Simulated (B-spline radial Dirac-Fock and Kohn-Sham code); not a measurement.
**How the settings move the core levels of Zr**

ΔSCF core binding energies without Breit or QED terms, calculated with a B-spline atomic structure program. Keys: rel is the Hamiltonian (dirac, or spin-free x2c and nr, where L3 and M5 stand for the whole 2p and 3d shells), method is hf or an exchange,correlation pair (spin-unpolarised, also for the hole states), nuc the nuclear model, radius_factor scales its radius, rmax is the box in bohr, h the logarithmic mesh step, order the B-spline order, points the quadrature points per cell, c_factor scales the speed of light, and damp, ndamp, maxit and tol steer the iteration. The run stops when the commutator error falls below 10·tol·max(1, Z/10), or the numerical noise floor, and the energy has settled to about 1e-8 Ha; the virial ratio is −V/T.

Base input:

```json
{"items": [{"Z": 40, "q": 0, "cfg": [[1, 0, 2], [2, 0, 2], [2, 1, 6], [3, 0, 2], [3, 1, 6], [3, 2, 10], [4, 0, 2], [4, 1, 6], [4, 2, 2], [5, 0, 2]], "A": 90, "rrms": 4.2694, "do": "settings", "holes": ["K", "L3", "M5"],
  "settings": [{"rel": "dirac", "method": "hf", "nuc": "fermi", "radius_factor": 1.0, "rmax": 45.0, "h": 0.3, "order": 8, "points": 10, "c_factor": 1.0, "maxit": 60, "damp": 0.5, "ndamp": 3, "tol": 1e-08}]}]}
```

The ground state converged in 12 iterations, with total energy -3597.08412 Ha, virial ratio 1.96740 and highest orbital energy -5.86 eV. ΔSCF binding energies: K (1s) 18052.3 eV, L3 (2p3/2) 2235.5 eV, M5 (3d5/2) 188.5 eV.

Changes from the base run:

```tsv
changed setting	Δ total energy (Ha)	Δ K (eV)	Δ L3 (eV)	Δ M5 (eV)	iterations
h = 0.5	+0.04163	+0.03	+0.06	+0.08	12
method = "pw91,pw91"	-2.48761	+23.51	-10.63	+0.05	10
nuc = "gauss"	-0.00009	0.00	0.00	0.00	12
method = "pw91,pw91"; nuc = "gauss"; radius_factor = 2.0	?	?	?	?	?
damp = 0.8	0.00000	0.00	0.00	0.00	12
h = 0.22	-0.00001	0.00	0.00	0.00	11
radius_factor = 2.0	+0.11475	-1.34	+0.01	0.00	12
radius_factor = 1.2	+0.01738	-0.20	0.00	0.00	12
nuc = "gauss"	-0.00009	0.00	0.00	0.00	12
nuc = "gauss"; radius_factor = 1.2; c_factor = 5.0	+55.91621	-386.29	+4.52	+4.27	11
rmax = 80.0; h = 0.22; order = 6	0.00000	0.00	0.00	0.00	11
order = 6	+0.00009	0.00	0.00	0.00	12
damp = 0.2	0.00000	0.00	0.00	0.00	11
rel = "x2c"; method = "pw91,pw91"; damp = 0.2	-1.43815	+11.38	+16.64	+1.10	12
```

Q: What does the change method = "pw91,pw91"; nuc = "gauss"; radius_factor = 2.0 do?

A: The total energy moves by -2.37313 Ha and the binding energies by K +22.17 eV, L3 -10.62 eV, M5 +0.05 eV; the run takes 10 iterations.
